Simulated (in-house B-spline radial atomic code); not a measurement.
## RPA and G0W0 on PBE0: Kr⁸⁺

Configuration [Ar] 3d10, mean-field start PBE0. Computed with an all-electron radial atomic-structure program (B-spline basis): all electrons, scalar-relativistic (spin-free one-electron X2C), finite nucleus, each spin shell either full or empty, empty states to l = 9 with an (l + 1/2)⁻⁴ tail; G0W0 by contour deformation at full frequency.

Command:
```bash
python run_gw.py task.json out
```
Settings (radii: box in bohr, nucleus in fm):
```
Z                        36
electrons                28
configuration            [Ar] 3d10
hamiltonian              x2c
method                   pbe0
lmax                     9
rms_radius               4.1884
spin_polarised           False
box_radius               7.7
intervals                66
```

Time taken, with all properties: 2.7 s on 1 thread of Arm Neoverse N1, with other jobs on the host.

Energies (hartree):

```
                                     term        value
                         mean-field total  -2771.33343
Hartree-Fock functional on these orbitals  -2770.13434
                      direct second order      -2.3499
                    second-order exchange      0.68609
                         SOSEX correction      0.64555
```

(1) What is the RPA correlation energy, and what remains with SOSEX?

Quasi-particle levels (eV):

```
level  occupied  mean field  Σx - vxc     Σc  QP weight      G0W0
   3d       yes     -220.73    -15.54      ?          ?         ?
   3p       yes     -338.00    -24.70   7.19      0.931   -355.51
   2p       yes    -1805.35    -60.87  26.08      0.860  -1840.14
   4s        no     -132.44      7.95  -1.43      0.994   -125.93
```

G0W0 = mean field + (Σx - vxc) + Σc, with Σc (partial-wave tail included) taken at the quasi-particle energy. Only the outer levels were computed. Levels of low weight are left out.

(2) Where does G0W0 put 3d?

## Answers

(1) RPA gives -2.1104 hartree (-2.05 eV per electron); RPA + SOSEX gives -1.4649, and the second-order doubles -1.6638 hartree (no singles). RPA lacks exchange-type terms and so overcorrelates at short range.

(2) At -234.17 eV, with Σc = 2.11 eV and a quasi-particle weight of 0.974. The tabulated removal energy is 233 ± 0.7 eV (NIST, semi-empirical); the calculation leaves out spin-orbit coupling, Breit and QED terms, and what these don't explain is the method's own error.
